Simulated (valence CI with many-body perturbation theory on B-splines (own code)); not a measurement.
Energy levels of Rh¹³⁺

Computed by configuration interaction combined with many-body perturbation theory (CI+MBPT): four valence electrons over a frozen Dirac-Fock core [Ar] 3d10, a basis of 11 s, 11 p, 10 d, 8 f, 5 g, 2 h functions for each j, with the one-electron correlation potential Σ1 (screened to all orders), the two-electron term Σ2, the three-electron term Σ3, Breit, model QED; selected single and double excitations, second order for the rest, scaled by the run's own slope (own B-spline code, finite nucleus).

No measured spectrum was set against this ion. As an estimate, levels hold to about 250 cm⁻¹ or 0.2 % of their energy and the worst to 1 %, as in measured heavy ions of charge 2 to 7; those with d or f electrons hold less well. Among the levels kept, up to 600 cm⁻¹ of a level comes from second order outside the variational space, and about a tenth of that is noise between levels of different J, which matters for small intervals.

Levels 136 to 176 of 176, with energies above the lowest level, 4s²4p² ³P_0. "Leading %" is the weight of the configuration and term that name the level; weights of strongly mixed levels are sums over their largest components and can fall short, so below about 35 % the name and the second component can differ from the true leading terms, or belong to a minority configuration.

| No. | Configuration | Term | J | E (cm⁻¹) | Leading % | Second component | g |
| --- | --- | --- | --- | --- | --- | --- | --- |
| 136 | 4p³4d | ³P° | 0 | 1150600 | 73 | 7 % 4p³4d ⁵D° |  |
| 137 | 4s²4p5p | ³D | 2 | 1151300 | 69 | 14 % 4s²4p5p ¹D | 1.187 |
| 138 | 4p³4d | ³F° | 2 | 1158700 | 43 | 17 % 4p³4d ³P° | 0.937 |
| 139 | 4p³4d | ³F° | 3 | 1160700 | 53 | 8 % 4p³4d ³G° | 1.087 |
| 140 | 4p³4d | ³P° | 2 | 1162600 | 31 | 22 % 4p³4d ³D° | 1.166 |
| 141 | 4p³4d | ³P° | 1 | 1166600 | 34 | 30 % 4p³4d ¹P° | 1.137 |
| 142 | 4p³4d | ³P° | 2 | 1167800 | 43 | 41 % 4p³4d ³D° | 1.310 |
| 143 | 4p³4d | ³S° | 1 | 1172400 | 48 | 25 % 4p³4d ³P° | 1.787 |
| 144 | 4p³4d | ³D° | 3 | 1174400 | 49 | 20 % 4p³4d ¹F° | 1.208 |
| 145 | 4s4p4d² | ⁵G° | 2 | 1176000 | 63 | 25 % 4s4p²4f ⁵G° | 0.381 |
| 146 | 4s²4p5p | ³P | 1 | 1176400 | 48 | 28 % 4s²4p5p ¹P | 1.217 |
| 147 | 4p³4d | ³F° | 4 | 1178800 | 59 | 8 % 4p³4d ¹G° | 1.227 |
| 148 | 4p³4d | ³D° | 3 | 1180800 | 41 | 19 % 4p³4d ¹F° | 1.233 |
| 149 | 4s²4p5p | ³P | 2 | 1181300 | 47 | 26 % 4s²4p5p ³D | 1.291 |
| 150 | 4s4p4d² | ⁵G° | 3 | 1182500 | 64 | 26 % 4s4p²4f ⁵G° | 0.934 |
| 151 | 4p³4d | ³P° | 2 | 1189200 | 54 | 13 % 4p³4d ³D° | 1.353 |
| 152 | 4s²4p5p | ³D | 3 | 1190600 | 96 |  | 1.334 |
| 153 | 4s4p4d² | ⁵G° | 4 | 1191900 | 64 | 28 % 4s4p²4f ⁵G° | 1.159 |
| 154 | 4s²4p5p | ³S | 1 | 1194300 | 70 | 21 % 4s²4p5p ¹P | 1.738 |
| 155 | 4p³4d | ¹D° | 2 | 1195600 | 29 | 13 % 4p³4d ³D° | 1.146 |
| 156 | 4p³4d | ³P° | 1 | 1196800 | 52 | 11 % 4p³4d ³S° | 1.437 |
| 157 | 4p³4d | ³P° | 0 | 1199300 | 81 | 10 % 4s4p4d² ³P° |  |
| 158 | 4s²4p5p | ¹D | 2 | 1202400 | 60 | 35 % 4s²4p5p ³P | 1.189 |
| 159 | 4s4p4d² | ⁵G° | 5 | 1204500 | 64 | 29 % 4s4p²4f ⁵G° | 1.266 |
| 160 | 4p³4d | ³D° | 1 | 1209100 | 52 | 19 % 4s4p²4f ³D° | 0.655 |
| 161 | 4p³4d | ¹F° | 3 | 1210400 | 45 | 22 % 4p³4d ³D° | 1.140 |
| 162 | 4s4p²4f | ⁵D° | 4 | 1212200 | 40 | 19 % 4s4p4d² ⁵D° | 1.406 |
| 163 | 4s4p²4f | ⁵D° | 3 | 1215000 | 20 | 14 % 4s4p4d² ⁵D° | 1.282 |
| 164 | 4s4p²4f | ³D° | 2 | 1216900 | 10 | 9 % 4p³4d ¹D° | 1.046 |
| 165 | 4s4p4d² | ⁵G° | 6 | 1219700 | 57 | 37 % 4s4p²4f ⁵G° | 1.323 |
| 166 | 4p³4d | ³D° | 2 | 1220900 | 20 | 20 % 4p³4d ¹D° | 1.037 |
| 167 | 4p³4d | ¹F° | 3 | 1222900 | 24 | 15 % 4s4p²4f ³G° | 1.001 |
| 168 | 4s²4p5p | ¹S | 0 | 1224400 | 83 | 13 % 4s²4p5p ³P |  |
| 169 | 4s4p4d² | ⁵D° | 1 | 1224500 | 63 | 10 % 4s4p²4f ⁵D° | 1.268 |
| 170 | 4s4p4d² | ⁵D° | 0 | 1226200 | 91 | 6 % 4s4p²4f ⁵D° |  |
| 171 | 4s4p²4f | ⁵G° | 2 | 1226400 | 40 | 22 % 4s4p4d² ⁵D° | 0.782 |
| 172 | 4p³4d | ¹F° | 3 | 1226500 | 25 | 7 % 4s4p²4f ³G° | 1.074 |
| 173 | 4s4p²4f | ³G° | 4 | 1229000 | 18 | 14 % 4s4p4d² ³H° | 1.100 |
| 174 | 4s4p²4f | ⁵G° | 3 | 1235800 | 27 | 19 % 4s4p²4f ³G° | 0.981 |
| 175 | 4s4p4d² | ³H° | 4 | 1236000 | 30 | 19 % 4s4p²4f ⁵G° | 1.030 |
| 176 | 4s4p4d² | ³H° | 5 | 1236400 | 21 | 19 % 4s4p4d² ³G° | 1.159 |

Names give the largest LS component (configuration and term), which can be under half, so a name can repeat, a term be missing and a line seem to break the LS rules; names also repeat where a configuration has a term twice.

Where two levels of one J and parity lie close, their mixing, g and order are uncertain.
